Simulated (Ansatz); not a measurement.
`B[N](C)[GeH3]` + `[OH][Hf]([F])([SH])[Cl]` → `C[S][Hf]([OH])([F])[Cl]` + `B[NH][GeH3]`  (substitution at a C–N bond)

Calculated with Ansatz (gas phase, PBE0-D4/def2-TZVP geometries, no zero-point term in ΔE). CBS: MP2 limit from def2 TZ/QZ plus the TZ coupled-cluster correction, frozen cores. Functionals use def2-TZVPP. B3LYP here is the variant with VWN-RPA as its local correlation; programs differ in this. def2 core potentials past Kr. For Ge, Hf outer-core shells are correlated without core-valence functions, which leaves a few kJ/mol of doubt a bond. Scalar relativity is left out up to krypton. One conformer a species, not always the lowest.

Q: Is it downhill or uphill in electronic energy at CCSD(T)/CBS, and by how much? (Estimate.)

A: Ansatz gave: Downhill: ΔE = -8.2 kJ/mol.

Q: What do these levels give: PBE-D4, r2SCAN-D4, B3LYP-D4, ωB97M-V, PBE, r2SCAN, PBE0, MP2/def2-TZVPP, CCSD(T)/def2-TZVPP, SCS-MP2/def2-QZVPP, MP2/CBS(def2), CCSD/CBS(def2)? (Estimate.)

A: Ansatz gave: PBE-D4 -8.8, r2SCAN-D4 -9.6, B3LYP-D4 -8.5, ωB97M-V -7.9, PBE -9.9, r2SCAN -9.8, PBE0 -9.6, MP2/def2-TZVPP -7.1, CCSD(T)/def2-TZVPP -4.8, SCS-MP2/def2-QZVPP -9.0, MP2/CBS(def2) -10.6, CCSD/CBS(def2) -8.1 kJ/mol.

Largest T1 diagnostic among the species: 0.015.

In def2-TZVPP, CCSD(T) changes the Hartree–Fock value by +5.7 kJ/mol (the triples alone add −0.1 kJ/mol) and MP2 by +3.4 kJ/mol.
